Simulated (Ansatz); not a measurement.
Total energies of C₂H₉BO (`[BH3-][O+](C)C`).

```xyz
13

B     0.051    1.445    0.467
O    -0.203    0.078   -0.385
C    -1.098   -0.823    0.266
C     1.008   -0.555   -0.792
H     0.746    2.107   -0.264
H    -1.062    1.877    0.644
H     0.607    1.063    1.478
H    -2.003   -0.262    0.481
H    -0.650   -1.180    1.197
H    -1.308   -1.656   -0.407
H     1.588    0.195   -1.324
H     0.764   -1.392   -1.448
H     1.561   -0.898    0.087
```

Charge 0, multiplicity 1. The structure was optimised at the PBE0-D4/def2-TZVP level. Basis def2-TZVPP, the Gaussian-basis code of Ansatz.

RPA on PBE orbitals: Hartree–Fock energy of these orbitals -180.50508 Eh, correlation -1.24916 Eh (frozen core).

| functional | energy without D4 (Eh) | D4 term (kJ/mol) |
| --- | --- | --- |
| LDA (SPW92) | -180.10592 | – |
| PBE | -181.47844 | -19.8 |
| revPBE | -181.66560 | -71.5 |
| BLYP | -181.64336 | -44.8 |
| r2SCAN | -181.61920 | -5.0 |
| B97M-V | -181.71805 | – |
| PBE0 | -181.50661 | -16.5 |
| B3LYP | -181.74852 | -31.4 |
| r2SCANh | -181.61212 | -5.2 |
| r2SCAN0 | -181.60236 | -5.7 |
| HSE06 (plane-wave form) | -181.49547 | -15.1 |
| BHLYP | -181.62712 | -21.1 |
| CAM-B3LYP | -181.64249 | -16.3 |
| LC-ωPBE | -181.62429 | – |
| ωB97X-V | -181.67849 | – |
| ωB97M-V | -181.62966 | – |
| B2PLYP | -181.57154 | – |
| PBE-QIDH | -181.48611 | – |

B3LYP takes the VWN-RPA correlation (the form of Gaussian; ORCA's B3LYP/G). HSE06 is the plane-wave form, built on full-range PBE exchange. The double hybrids freeze the cores in their second-order part.

LC-ωPBE has ω = 0.4 bohr⁻¹.
